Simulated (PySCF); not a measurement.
A survey of $^{17}$O NMR shifts

- σ from GIAO-PBE0/pcSseg-1
- geometry: GFN2-xTB
- run in PySCF
- no solvent, single conformer, fast rotation and ring inversion assumed for equivalent nuclei, relativity neglected

Shieldings were converted by a linear fit to measured shifts: $^{17}$O (scatter 10.7 ppm rms, 12.2 ppm with the 3 outliers that the fit left out vs liquid water, solution or neat liquid). Occasional misses reach two or three times the rms, and more in compound classes unlike the fitted ones.

(1) Give the $^{17}$O shifts of `C=CC/P=P/CCCO`, `N#C[C@@]12CO[C@@H](C1)[SiH2][SiH2]2`.

(2) Match the shifts 279.9, 51.0, 14.0 ppm to `CSc1oc(C)cp1`, `CCCOCC`, `C#C[P@H](=O)CCP(C)C`.

Answers

(1) 
```tsv
compound	environment	δ (ppm)
C=CC/P=P/CCCO	alcohol oxygen	1.0
N#C[C@@]12CO[C@@H](C1)[SiH2][SiH2]2	ether oxygen	4.2
```

(2) 279.9: CSc1oc(C)cp1 (aromatic ring oxygen); 51.0: C#C[P@H](=O)CCP(C)C (P=O oxygen); 14.0: CCCOCC (ether oxygen).
